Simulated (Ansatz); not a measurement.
Basis sets compared for Rb₃Cl₄. The state is a doublet with charge 0. Geometry PBE0-D4/def2-SVP. Ansatz on 4 threads of Intel Xeon Platinum 8488C on a shared host; times are rough, and most runs start from earlier orbitals.

Cartesian coordinates in Å:
```
Rb 0.2475 -1.8734 0.7721
Rb 1.0257 0.8976 -2.7313
Rb -2.1560 1.2553 0.8649
Cl 2.8357 -0.3763 -0.5016
Cl 1.2290 1.5368 0.3870
Cl -1.4317 -0.5033 -1.6428
Cl -1.7502 -0.9368 2.8518
```

In the def2 sets Rb takes a core potential; there is no spin–orbit coupling. At PBE-D4/def2-SVP, PBE-D4/def2-TZVP the gap within one spin of the charge 0 doublet nearly closes, so an electron or hole may be smeared out by delocalisation error. In the doublet, Cl4 and Cl5 lie 2.65 Å apart (atoms count from 1), so these atoms are partly bonded to each other. The structure comes from a short search, and lower isomers may exist.

Binding counts from free atoms (Rb doublet, Cl doublet) in the same basis, without a counterpoise term.

```
           level  functions  energy (Eh)  HOMO (eV)  LUMO (eV)  binding per atom (eV)  wall time
 PBE-D4/def2-SVP        144   -1912.0888      -4.88      -4.81                   2.55      5.5 s
PBE0-D4/def2-SVP        144   -1912.2439      -6.03      -4.02                   2.51      4.6 s
```

Problem. Estimate the rows for PBE-D4/def2-TZVP (with forces), PBE0-D4/def2-TZVP.

Solution. 
| level | functions | energy (Eh) | HOMO (eV) | LUMO (eV) | binding per atom (eV) | wall time |
| --- | --- | --- | --- | --- | --- | --- |
| PBE-D4/def2-TZVP (with forces) | 247 | -1912.7116 | -5.02 | -4.98 | 2.45 | 16 s |
| PBE0-D4/def2-TZVP | 247 | -1912.8582 | -6.25 | -4.11 | 2.42 | 14 s |
